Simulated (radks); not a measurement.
B2+, configuration [He] 2s1 (the NIST ground configuration). Method: scalar-relativistic Kohn-Sham, exchange-only r2SCAN, spin-polarised, spherical densities, finite nucleus; open shells are filled with parallel spins first; meta-GGA in the generalised Kohn-Sham scheme; Fermi nuclear charge, rms radius 2.406 fm; computed with a radial shooting solver on a logarithmic mesh with Libxc functionals.

Unscreened Slater integrals over Kohn-Sham orbitals (hartree). They are taken over the spin-up orbitals.

integral,value
"F0(2s,2s)",0.55208
"F0(2s,1s)",0.76776
"G0(2s,1s)",0.060946
"F0(1s,1s)",2.8929
